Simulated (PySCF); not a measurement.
Two species compared at the same levels of theory.

First species: C6H8OP2.
SMILES: `COC1=PC=PC=C1C`

Second species: C₆H₁₀OSi.
SMILES: `[C@@H]1(C#C)[SiH2]OC[C@H]1C`

Levels: PBE0/pcSseg-1 for HOMO energy, LUMO energy and HOMO–LUMO gap. Geometries: GFN2-xTB. Each species is one conformer at its optimised geometry, gas phase, non-relativistic unless stated. Electronic properties by PySCF.

The conformers computed, where there is a choice (atom-mapped SMILES and torsion angles):
- `[CH3:1][O:2][c:3]1[p:4][cH:5][p:6][cH:7][c:8]1[CH3:9]`: C1–O2–C3–P4 0°

The conformers of `C#C[C@@H]1[SiH2]OC[C@H]1C` aren't listed.

Values for the first species:

- HOMO energy: -6.58 eV
- LUMO energy: -1.66 eV
- HOMO–LUMO gap: 4.92 eV

Q: Estimate the same properties for the second species, and the change in each.

A: 
```
     property     first    second  second less first
  HOMO energy  -6.58 eV  -7.28 eV           -0.70 eV
  LUMO energy  -1.66 eV   0.47 eV           +2.13 eV
HOMO–LUMO gap   4.92 eV   7.75 eV           +2.83 eV
```

